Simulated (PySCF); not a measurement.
C3H10O4Si2: full NMR table

```yaml
Formula: C3H10O4Si2
SMILES: CO[SiH2]OCC(=O)O[SiH3]
Point_group_of_the_computed_structure: C1
Degrees_of_unsaturation: 1
Carbon_signals: 3
Proton_signals: 4
```

Mapped SMILES: `[CH3:1][O:2][SiH2:3][O:4][CH2:5][C:6](=[O:7])[O:8][SiH3:9]`. Hydrogens are named by the atom that carries them.

Theory: GIAO PBE0/pcSseg-1 shieldings, geometry: GFN2-xTB, in PySCF 2.14 (one computed conformer, fast rotation and ring inversion assumed for equivalent nuclei, isolated molecule, non-relativistic).

Scale: $^{1}$H and $^{13}$C and $^{29}$Si against TMS; H2O for $^{17}$O (reference shieldings calculated alike).

```tsv
carbon	δC, type	δH (multiplicity)	HMBC from (2–3 bonds)	span of the C tensor (ppm)
C1	49.7, CH3	3.79 (s)	H(Si3)	74
C5	66.2, CH2	4.91 (s)	H(Si3)	62
C6	180.5, C	–	H(C5), H(Si9)	164
```

Other nuclei:
| atoms | nucleus | environment | δ (ppm) | σ (ppm) |
| --- | --- | --- | --- | --- |
| H(Si3) | $^{1}$H | hydrogen on a silicon bonded to 2 O | 5.00 | 26.72 |
| H(Si9) | $^{1}$H | hydrogen on a silicon bonded to O | 4.82 | 26.89 |
| Si3 | $^{29}$Si | silicon bonded to 2 O, 2 H | -37.9 | 387.1 |
| Si9 | $^{29}$Si | silicon bonded to O, 3 H | -40.6 | 389.7 |
| O7 | $^{17}$O | carbonyl oxygen | 436.1 | -100.1 |
| O8 | $^{17}$O | oxygen bonded to C, Si | 188.9 | 147.1 |
| O2 | $^{17}$O | oxygen bonded to C, Si | 16.5 | 319.6 |
| O4 | $^{17}$O | oxygen bonded to C, Si | 11.8 | 324.3 |

Carbon types of the structure: 1 × C, 1 × CH2, 1 × CH3, leaving 5 H on heteroatoms. δC 180.5: carbonyl carbon. δC 66.2: sp3 CH2 bonded to O, α to a carbonyl; pulled downfield by the heteroatom. δC 49.7: methyl carbon bonded to O; the inductive effect lowers its shielding. δH 4.91: hydrogen on an sp3 CH2 bonded to O, α to a carbonyl; its carbon carries O, an electronegative neighbour. δH 3.79: hydrogen on a methyl carbon bonded to O; its carbon carries O, hence the downfield position.

Shifts are as computed. Against solution values, carbons near 30 ppm lie about +3 ppm off and those near 130 ppm about +5 ppm. Of 1211 compounds with measured shifts, 218 miss one by over three times the rms of a fit or turn the order of signals round; such compounds aren't used in these exercises. Unscaled 17O shifts of doubly bonded oxygen tend to come out too high, by tens of ppm or more. Experimental scales use liquid or dissolved standards, which lie at an offset from isolated H2O (liquid H2O: subtract about 36 ppm). No couplings were computed; multiplicities are counted from neighbouring protons, with m where these are inequivalent, close in shift, in a saturated or five-membered ring or joined by F or P, and br s for small geminal =CH2 splittings.
